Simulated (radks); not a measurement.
Values are calculated unless marked as measured or tabulated.
Question: The mean radii <r> (bohr) of the occupied orbitals of an atom or ion are listed with their occupations. Level of theory: scalar-relativistic Kohn-Sham, PBE, spin-unpolarised, spherical densities, finite nucleus; Fermi nuclear charge, rms radius of each element as measured or else 0.836 A^(1/3) + 0.57 fm (a radial shooting solver on a logarithmic mesh with Libxc functionals).

orbital  occ.      <r>
1s          2  0.03111
2s          2   0.1349
2p          6   0.1177
3s          2   0.3684
3p          6   0.3675
3d         10   0.3456
4s          2   0.9006
4p          6   0.9765
4d          7    1.199

Name the element and its charge.

Answer: Z = 47, silver, charge +4: Ag4+ in [Kr] 4d7. The 1s radius gives Z: for a bare nucleus <r> = (2 gamma + 1)/(2Z) with gamma = sqrt(1 - (Z/c)^2), 0.03062 bohr for Z = 47, and screening makes it slightly larger (0.03111 here). The occupations add up to 43, and the charge is Z minus that.
